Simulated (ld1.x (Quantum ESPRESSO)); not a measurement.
# What one change does to a pseudopotential (Bi, TM)

ld1.x (Quantum ESPRESSO) 7.5 input, shortened:

```
&input
   title='Bi', zed=83., rel=1, dft='PBE', iswitch=3,
   config='[Xe] 4f14 5d10 6s2 6p3'
 /
 &inputp
   pseudotype=2, tm=.true., lloc=1,
   nlcc=.true., new_core_ps=.true., rcore=1.20
 /
3
6S  1  0   2.00   0.00  1.80  1.80  0.0
5D  3  2  10.00   0.00  1.65  1.65  0.0
6P  2  1   3.00   0.00  2.45  2.45  0.0
 &test
   configts(1)='5d10 6s2 6p3'
 /
```

All-electron outer shells of the reference configuration (PBE, scalar-relativistic, ld1.x):

```tsv
shell	level (eV)	outermost node (bohr)	outermost maximum (bohr)
4f	-152.59	–	0.34
5p	-95.86	0.48	0.86
5d	-27.08	0.51	1.03
6s	-14.48	0.98	1.88
6p	-4.57	1.14	2.44
```

Change: local potential the s channel.

Cutoffs: the cutoffs (Ry, on a coarse ladder) from which the occupation-weighted sum of valence levels, in a spherical-Bessel basis at the reference potential, stays within 10 and 1 mRy of its value at 400 Ry; they do not see the model core or the augmentation charge, which bear on the density cutoff. Errors are all-electron minus pseudo energies relative to the spin-unpolarised reference configuration.

Problem. How do hardness, ghosts and transferability respond?

Solution. The potential gets neither clearly harder nor softer (60 Ry and 100 Ry → 60 Ry and 100 Ry); of the 7 tests that both files solve, the error grows in 0 and shrinks in 2 by more than 15 % and 0.3 meV (median size 30.9 → 25.6 meV); neither file shows a bound ghost.

```csv
quantity,base,changed
"cutoff, loose",60 Ry,60 Ry
"cutoff, tight",100 Ry,100 Ry
bound ghosts,none,none
"error for 5d10 6s2 6p2, meV [ΔE 7.91 eV]",-3.2,-3.1
"error for 5d10 6s2 6p1, meV [ΔE 23.16 eV]",-12,-12
"error for 5d10 6s2 6p0, meV [ΔE 46.50 eV]",-38,-37
"error for 5d10 6s2 6p2.5, meV [ΔE 3.10 eV]",-1.3,-1.3
"error for 5d9 6s2 6p3, meV [ΔE 33.32 eV]",-229,-193
"error for 5d10 6s0 6p5, meV [ΔE 20.50 eV]",-31,-26
"error for 5d10 6s1 6p0, meV [ΔE 91.91 eV]",-82,-70
s: phases at 2.65 bohr within 0.05 rad from the reference energy up to (Ry; the scan ends near 5),1.8,2.2
p: phases at 2.65 bohr within 0.05 rad from the reference energy up to (Ry; the scan ends near 5),3.2,3.2
d: phases at 2.65 bohr within 0.05 rad from the reference energy up to (Ry; the scan ends near 5),0.1,0.5
```
